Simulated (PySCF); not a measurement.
PySCF 2.14 output of an unrestricted MN15 calculation on a single atom or ion in aug-cc-pVTZ-DK (8s7p5d3f2g, 93 functions), with scalar relativity by spin-free X2C-1e:

```
SCF conv_tol = 1e-09
number electrons alpha = 15  beta = 14
    H. S. Yu, X. He, S. L. Li, and D. G. Truhlar.,  Chem. Sci. 7, 5032-5051 (2016)
    H. S. Yu, X. He, S. L. Li, and D. G. Truhlar.,  Chem. Sci. 7, 5032-5051 (2016)
cycle= 1 E= -1796.47716158293  delta_E= -0.0583  |g|= 0.13  |ddm|= 1.12
cycle= 2 E= -1796.47515744955  delta_E= 0.002  |g|= 0.209  |ddm|= 0.149
cycle= 3 E= -1796.47978942747  delta_E= -0.00463  |g|= 0.0112  |ddm|= 0.111
cycle= 4 E= -1796.47981004076  delta_E= -2.06e-05  |g|= 0.00082  |ddm|= 0.0123
cycle= 5 E= -1796.4798103037  delta_E= -2.63e-07  |g|= 6.34e-05  |ddm|= 0.00285
cycle= 6 E= -1796.47981030604  delta_E= -2.33e-09  |g|= 3.87e-06  |ddm|= 0.000364
cycle= 7 E= -1796.47981030604  delta_E= -5e-12  |g|= 6.39e-07  |ddm|= 2.29e-05
converged SCF energy = -1796.47981030604  <S^2> = 0.75065189  2S+1 = 2.0006518
```

The run itself started from symmetry-adapted Hartree-Fock orbitals and held the occupation by maximum overlap, on a logarithmic radial grid, so the iterations belong to that start.

Q: Which element, charge and spin multiplicity is this?

A: Zn⁺ (zinc, charge +1), multiplicity 2; the state was [Ar] 3d9 4s2, 2D determinant (an excited configuration).
